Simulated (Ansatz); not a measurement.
P₂, triplet, geometry from GFN2-xTB (a higher spin typed on purpose: for a closed-shell molecule this is an excited state); Ansatz (a program for electronic structure) with BHLYP/6-31G**.

The Ansatz input:
Ansatz 0.2 input:
```yaml
crystal:
  periodic: [false, false, false]
  atoms:
    - {symbol: P, position_ang: [-0.00000000, -0.00000000, -1.02175380]}
    - {symbol: P, position_ang: [0.00000000, 0.00000000, 1.02175380]}
basis:
  gaussian:
    orbitals: 6-31G__.json
hamiltonian:
  xc: {name: BHLYP}
magnetization: {spin_polarized: true, initial_magnetization: 2}
```
The basis file holds 6-31G** in the JSON format of the Basis Set Exchange.

It wrote (shortened):

```
Functional definition: BHLYP
334 factors; integrals over basis functions are off by at most 6.2e-4 eV
mean field evaluation 1: about -18572.6679 eV, gradient 3.5e0 eV
mean field evaluation 2: about -18572.7731 eV, gradient 9.4e-1 eV
mean field evaluation 4: about -18572.9071 eV, gradient 5.6e-1 eV
mean field evaluation 8: about -18572.9107 eV, gradient 5.9e-3 eV
mean field evaluation 16: about -18573.0165 eV, gradient 6.9e-1 eV
mean field evaluation 32: about -18572.9107 eV, gradient 1.1e-2 eV
mean field -18573.54054310 eV, -682.5650253610 hartree, gradient 6.5e-6 eV, S^2 2.007923; 5 other end points of the search recorded, 0 dependent functions left out
reference -18573.54066091 eV, -682.5650296903 hartree; 16, 14 occupied and 22, 24 virtual orbitals, 334 factors
Total energy: -18573.54066091 eV, -682.5650296903 hartree
```
